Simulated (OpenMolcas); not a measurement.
# 4f ions of charge +0 along the row

```
Program             : OpenMolcas
Method              : CASSCF
Basis               : ANO-RCC-VQZP
Scalar Hamiltonian  : DKH2, point nucleus
Spin-orbit coupling : state interaction with AMFI integrals over the reference wave functions, term energies averaged over their components
```

Active space: the 4f shell under a closed s shell.

ζ = ±2S·A comes from the whole width of the ground multiplet by E(J) = (A/2) J(J+1), where its levels are at least 85 % pure. Energies in cm-1.

```csv
Ion,Configuration,Lowest level,Weight (%),g,"g, pure LS",Next level,E,E measured,ζ,ζ measured
Pr,4f3 6s2,4I* 9/2,98,0.730,0.727,4I* 11/2,1460,1377,733,674
Nd,4f4 6s2,5I4,98,0.602,0.599,5I5,1187,1128,845,777
Pm,4f5 6s2,6H* 5/2,98,0.291,0.284,6H* 7/2,834,804,996,925
Sm,4f6 6s2,7F0,96,,,7F1,278,293,1203,1149
Tb,4f9 6s2,6H* 15/2,96,1.328,1.334,6H* 13/2,2879,2772,1616,
Dy,4f10 6s2,5I8,95,1.244,1.251,5I7,4247,4134,1787,1681
Ho,4f11 6s2,4I* 15/2,98,1.198,1.200,4I* 13/2,5546,5420,,
Er,4f12 6s2,3H6,99,1.166,1.167,3F4 [51 %],6254,,,
```

Measured columns use the levels in NIST Handbook of Basic Atomic Spectroscopic Data (Pr, Nd, Pm, Sm, Tb, Dy, Ho).

The computed ζ goes from 733 (Pr) to 1787 cm-1 (Dy), a factor of 2.44, rising at every step. It departs from the measured column by +5 to +9 %.

Without dynamic correlation excited terms often stand tens of per cent too high (terms of higher spin than the ground term too low), and those without a measured partner can miss by more than the paired ones. With the s shell closed, the reference lacks s² → p² mixing. High states are left out of the spin-orbit mixing, which shifts the levels that they would mix with (holds for Pr; Nd; Pm; Sm; Tb; Dy; Ho). Some high roots are left out of the spin-orbit mixing, which shifts the levels that they would mix with (holds for Er). Measured partners are found by configuration, term and J. A level has none where our copy of the source lacks it or the pairing is in doubt (some pairs that miss far off the trend of their configuration count as doubtful), and it then counts in no deviation. Only configurations of the active space appear.

A share in square brackets marks a mixed level and gives the weight of the term that names it, the lowest over the columns. * marks odd parity.
